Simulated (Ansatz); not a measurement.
Consider the substitution at a C–Si bond: `CC[SiH]([SiH3])Cl` + `C=N` → `C=NCC` + `[SiH3][SiH2]Cl`.

Computed with Ansatz on PBE0-D4/def2-TZVP structures; ΔE is electronic, products minus reactants. CBS: MP2 limit from def2 TZ/QZ plus the TZ coupled-cluster correction, frozen cores. This one scheme is used for every species. DFT in def2-TZVPP. Each species was taken in one conformer, which may not be the lowest.

```
 level  ΔE (kJ/mol)
r2SCAN         44.3
  PBE0         42.5
```

Task: What does CCSD(T)/CBS give? (An estimate is asked.)

Result: The calculation gave: +48.3 kJ/mol. The listed levels differ from it by -4.0, -5.8 kJ/mol.

Largest T1 diagnostic among the species: 0.012.

The D4 term adds +7.3 kJ/mol with B3LYP and +4.4 kJ/mol with PBE0; it sums over pairs of atoms, weighted by their polarisabilities, and B3LYP, whose exchange is more repulsive, gets the larger term. In def2-TZVPP, CCSD(T) changes the Hartree–Fock value by +11.6 kJ/mol (the triples alone add +1.0 kJ/mol) and MP2 by +13.7 kJ/mol.

B3LYP here is the variant with VWN-RPA as its local correlation; programs differ in this.
